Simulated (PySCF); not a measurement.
Isomers C₆H₇FN₂:

A. `NCc1ccc(F)nc1`
B. SMILES Fc1ccnn1C1CC1
C. SMILES C=CCn1cc(F)cn1

Spectrum 1. $^{13}$C{$^{1}$H} NMR (computed): δ 161.7 (C), 145.7 (CH), 129.3 (CH), 123.1 (CH2), 118.7 (CH), 60.9 (CH2).

Spectrum 2. $^{13}$C{$^{1}$H} NMR (computed): δ 164.6 (C), 139.9 (CH), 91.5 (CH), 29.7 (CH), 9.3 (CH2).

Spectrum 3. $^{13}$C{$^{1}$H} NMR (computed): δ 173.0 (C), 153.1 (CH), 145.5 (CH), 144.9 (C), 114.8 (CH), 50.3 (CH2).

Method: geometry: GFN2-xTB, NMR shieldings at PBE0/pcSseg-1/GIAO, in PySCF (relativity neglected, one computed conformer, no solvent, one averaged value for each set of equivalent atoms).

Shifts are taken against calculated references (same method and geometry level): $^{13}$C (σ = 186.93 ppm) against TMS. Splittings of carbon signals by F and P are missing where no couplings were computed. Shifts are as computed. Against solution values, carbons near 30 ppm lie about +3 ppm off and those near 130 ppm about +5 ppm. Of 1313 compounds with measured shifts, 239 miss one by over three times the rms of a fit or turn the order of signals round; such compounds aren't used in these exercises.

Task: Match each spectrum to its structure.

Result: 1–C, 2–B, 3–A.

- Spectrum 1 (C): 6 $^{13}$C signals; δC 161.7 is an aromatic carbon bearing fluorine; δC 145.7 is an alkene CH.
- Spectrum 2 (B): 5 $^{13}$C signals; δC 164.6 is an aromatic carbon bearing fluorine; δC 29.7 is a three-membered-ring carbon.
- Spectrum 3 (A): 6 $^{13}$C signals; δC 173.0 is an aromatic carbon bearing fluorine; δC 153.1 is an aromatic CH next to a ring nitrogen.
